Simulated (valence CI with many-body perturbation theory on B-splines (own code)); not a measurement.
# Tb³³⁺ in brief

Method: configuration interaction combined with many-body perturbation theory (CI+MBPT): four valence electrons over a frozen Dirac-Fock core [Ar] 3d10, radial functions for each j: 9 s, 9 p, 8 d, 6 f, 3 g, 1 h, with the one-electron correlation potential Σ1, the two-electron term Σ2, the three-electron term Σ3, Breit, model QED; selected CI, second order for the rest, scaled by the run's own slope (own B-spline code, finite nucleus).

No measured spectrum was set against this ion. As an estimate, large intervals hold to a few tenths of a per cent, small ones and those within an open d or f shell to about a per cent.

Levels are named by their leading jj configuration (3d3/2^4 stands for four electrons in 3d with j = 3/2), which in mixed levels can hold well under half, so a name can repeat and another be missing.

Rates and lifetimes use the calculated energies. Strong lines usually hold to 10 to 20 %, long lifetimes can be off by a factor of two.

Task: What is the ground level?

Result: (4s^2 4p1/2^2) J=0, composition 72 % 4s²4p² ³P + 27 % 4s²4p² ¹S.

Task: How well does LS coupling describe the low levels?

Result: Among the lowest 20 levels the leading LS term, summed over configurations, holds 59 % on average. For single configurations the figures are 55 % in LS and 84 % in jj coupling. Terms mix most in the J = 1 level at 221.36 eV, where the leading one holds 37 %.

Task: What is the ionisation energy?

Result: 1395.1 eV; NIST lists 1393 ± 5 eV (theoretical).

Task: Where does the other parity begin?

Result: At (4s 4p1/2^2 4p3/2) J=2, 117.74 eV.

Task: Name the longest-lived excited levels whose lifetime is computed, and their main decay.

Result: (4s^2 4p1/2 4p3/2) J=2 at 47.28 eV lives 109 μs, mostly by E2 to (4s^2 4p1/2^2) J=0; (4s^2 4p3/2 4d5/2) J=4 at 224.59 eV lives 2.04 μs, mostly by M1 to (4s^2 4p1/2 4d5/2) J=3; (4s^2 4p1/2 4p3/2) J=1 at 43.79 eV lives 1.75 μs, mostly by M1 to (4s^2 4p1/2^2) J=0.
